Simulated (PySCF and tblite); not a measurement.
The numbers below are computed, except where a source is named.
C7H11Cl, numbered as in [Cl:1][C@@H:2]1[CH:3]=[CH:4][CH2:5][CH2:6][CH2:7][CH2:8]1. Level: PBE0-D3(BJ)/def2-SVP (IEF-PCM, water)//GFN2-xTB, thermal terms from GFN2-xTB, symmetry numbers and mirror pairs counted. Conformers within 4 kcal/mol (GFN2-xTB free energy) were kept, 9 at most. GIAO shieldings: mPW1PW91/pcSseg-1 (IEF-PCM, water). Shifts are against TMS (¹H), TMS (¹³C) at the same level; of two unlike H on one atom, a is the less shielded. Run with PySCF (density fitting) and tblite.

The 7-ring runs over atoms 2–3–4–5–6–7–8.

```
conformer                                                            shape  point group  mirror pair  ΔE(DFT)  Δ(G−E) at 800 K  δ H6b (ppm)
        1    7-ring puckered (ring torsions 0, -58, 77, -70, 66, -70, 55°)           C1           no     0.00             0.00         1.24
        2     7-ring puckered (ring torsions 4, 37, -83, 41, 45, -76, 25°)           C1           no     0.21             0.10         1.84
        3    7-ring puckered (ring torsions 0, 62, -78, 67, -67, 79, -64°)           C1           no     1.11            -0.38         1.69
        4  7-ring puckered (ring torsions -5, -32, 82, -42, -46, 82, -30°)           C1           no     1.71            -0.56         1.52
        5     7-ring puckered (ring torsions 0, -66, 46, 38, -90, 37, 23°)           C1           no     2.62            -1.17         1.59
        6     7-ring puckered (ring torsions 2, 21, 38, -90, 38, 47, -67°)           C1           no     3.80            -1.06         1.61
```

Energies in kcal/mol; the thermal term leaves out symmetry numbers and mirror images.

(1) Work out the weights at 800 K and the ¹H shift of H6b under fast exchange.

Results:

(1) RT = 1.590 kcal/mol. Each conformer gets RT ln(σ/g), with σ the rotational symmetry number and g = 2 for a mirror pair: 1: σ = 1, g = 1, G = 0.00 + 0.00 + 0.00 = 0.00, 0.00 above the lowest, exp(−ΔG/RT) = 1.000; 2: σ = 1, g = 1, G = 0.21 + 0.10 + 0.00 = 0.31, 0.31 above the lowest, exp(−ΔG/RT) = 0.823; 3: σ = 1, g = 1, G = 1.11 − 0.38 + 0.00 = 0.72, 0.72 above the lowest, exp(−ΔG/RT) = 0.634; 4: σ = 1, g = 1, G = 1.71 − 0.56 + 0.00 = 1.14, 1.14 above the lowest, exp(−ΔG/RT) = 0.487; 5: σ = 1, g = 1, G = 2.62 − 1.17 + 0.00 = 1.45, 1.45 above the lowest, exp(−ΔG/RT) = 0.402; 6: σ = 1, g = 1, G = 3.80 − 1.06 + 0.00 = 2.74, 2.74 above the lowest, exp(−ΔG/RT) = 0.179. The sum is 3.524, so the weights are 28.4, 23.4, 18.0, 13.8, 11.4, 5.1 %. The averaged shift is 1.56 ppm. At 298.15 K it is 1.50 ppm. At 298.15 K the leading conformer alone gives 1.24 ppm and bare DFT energies give 1.50 ppm.
